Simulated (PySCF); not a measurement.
## Trend along group 13: MZn cations

PBE0 with double-zeta basis sets in PySCF, for the lowest determinant that a PBE0 search found; no spin–orbit coupling. De refers to high-spin ground-configuration atoms (the charge goes to the atom of lower measured ionisation energy or higher electron affinity, which is not always the lowest computed limit). A positive dipole points towards Zn; it is taken about the centre of mass and depends on that origin.

```
 M       basis  charged atom  state (unpaired electrons)  Re (Å)  ωe (cm⁻¹)  De (eV)  μ (D)
 B    def2-SVP            B+      singlet (closed shell)   2.351        338     2.26  -1.38
Al  6-31G(d,p)           Al+      singlet (closed shell)   2.762        172     0.99  -3.10
Tl    def2-SVP           Tl+      singlet (closed shell)   3.113       90.2      n/a   1.43
```

The shortest bond is that of ZnB⁺ (2.351 Å), the longest that of TlZn⁺ (3.113 Å).

The rows differ in basis set, which adds steps of its own.

Down a group the atoms grow and get heavier, so bonds lengthen and wavenumbers fall; this series shows no clear exception.

Closed-shell solutions of metal pairs were not tested for spin polarisation, which can lower them a little. Spin–orbit coupling is left out. For an ion De counts to the pair picked by the measured ionisation energies or electron affinities, which need not be the lowest pair at this level.
